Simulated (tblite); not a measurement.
C5H9F3N2.
Numbering: `[CH3:1][N:2]1[NH:3][CH2:4][CH2:5][C@@H:6]1[C:7]([F:8])([F:9])[F:10]` (hydrogens: H11, H12, H13 on C1; H14 on N3; H15, H16 on C4; H17, H18 on C5; H19 on C6)

Structure optimised with GFN2-xTB, isolated species.

Task: List the bond lengths, angles and torsions at this level.

Result: 
```
                bond  length (bohr)
               C1–N2          2.740
               N2–N3          2.681
               N3–C4          2.754
               C4–C5          2.913
               C5–C6          2.921
               C6–C7          2.885
C7–F8, C7–F9, C7–F10          2.535
               N2–C6          2.774
              C1–H11          2.072
      C1–H12, C1–H13          2.055
              N3–H14          1.925
              C4–H15          2.067
              C4–H16          2.055
              C5–H17          2.060
              C5–H18          2.054
              C6–H19          2.066
```

Bonds in one row agree within 0.02 bohr and their mean is given. A selection of angles:
```
    angle  degrees
 C1–N2–N3    111.4
 C1–N2–C6    114.0
 N3–N2–C6    107.6
 N2–N3–C4    106.8
 N3–C4–C5    105.3
 C4–C5–C6    102.3
 C5–C6–C7    110.9
 N2–C6–C5    107.0
 N2–C6–C7    108.1
 C6–C7–F8    112.7
 C6–C7–F9    111.8
 F8–C7–F9    106.3
F8–C7–F10    106.9
H14–N3–N2    107.2
H14–N3–C4    110.3
```

Dihedral angles: C1–N2–N3–C4 94° (anticlinal); N2–N3–C4–C5 34° (synclinal); N3–C4–C5–C6 -23° (synperiplanar); C4–C5–C6–C7 122° (anticlinal); C5–C6–C7–F8 -59° (synclinal); C1–N2–C6–C5 -108° (anticlinal).

Of the pairs four or more bonds apart, F8···H17 is among the closest relative to their van der Waals radii: 2.55 Å, 96 % of the sum of Bondi's values. The 5-membered ring N2–N3–C4–C5–C6 has internal angles of 102.3° to 107.6° (sum 529°, against 540° for a flat polygon); it is puckered, 0.14 Å rms from its mean plane, widest ring torsion 34°. N3 (hydrazine nitrogen) is pyramidal (angles 110.3°, 107.2° and 106.8°, sum 324.2°, 0.45 Å off the plane of its three neighbours). N2 (hydrazine nitrogen) is pyramidal (angles 114.0°, 111.4° and 107.6°, sum 333.0°, 0.44 Å off the plane of its three neighbours).

Point group: C1 (no symmetry element, even within 0.4 Å). Its GFN2-xTB frequencies are all real (lowest 38 cm⁻¹). The numbers are those of one conformer. 2 starts were optimised and ended at 0.00 and 4.88 kcal/mol (GFN2-xTB); the lowest of these is shown.

These are computed values.
